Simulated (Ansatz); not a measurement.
Several settings on one geometry of the cluster SnF₂⁻ (the lowest doublet isomer of a short search) (that of the charge -1 doublet, B3LYP-D4/def2-TZVPD). Ansatz on 4 threads of Arm Neoverse V2 on a shared host; times are rough.

```xyz
3

Sn    0.2734   -0.2172   -0.8469
F    -1.0470   -1.0953    0.4383
F     0.7735    1.3125    0.4086
```

Totals from different functionals, basis sets or treatments of relativity can't be compared as stabilities.

In the def2 sets Sn takes a core potential; there is no spin–orbit coupling.

Scalar relativity in a set contracted without it gives distorted totals.

The spins typed aren't always the lowest for that charge.

Give the basis size and estimate the energy, ⟨S²⟩ and time of these runs.

| run | method | charge | state | further keys |
| --- | --- | --- | --- | --- |
| 1 | UKS LDA (SPW92)/def2-mTZVPP | -1 | doublet | pseudopotentials: {relativity: scalar}; scf: {omitted_lower_state_checks: [starts]}; forces asked |
| 2 | UKS BHLYP/def2-TZVPD | -1 | doublet | fitting: {mean_field: def2-universal-jkfit}; nuclear_model: gaussian; scf: {omitted_lower_state_checks: [starts]}; forces asked |
| 3 | UKS ωPBEh/def2-TZVPP | -1 | quartet | – |


```
run  functions  energy (Eh)  ⟨S²⟩  wall time
  1         84    -412.7588  0.75     0.45 s
  2        136    -414.0668  0.76      1.4 s
  3        112    -413.8660  3.76      3.1 s
```

The highest occupied level of an anion often lies above zero with these methods, and sets without diffuse functions describe the outer electron poorly.
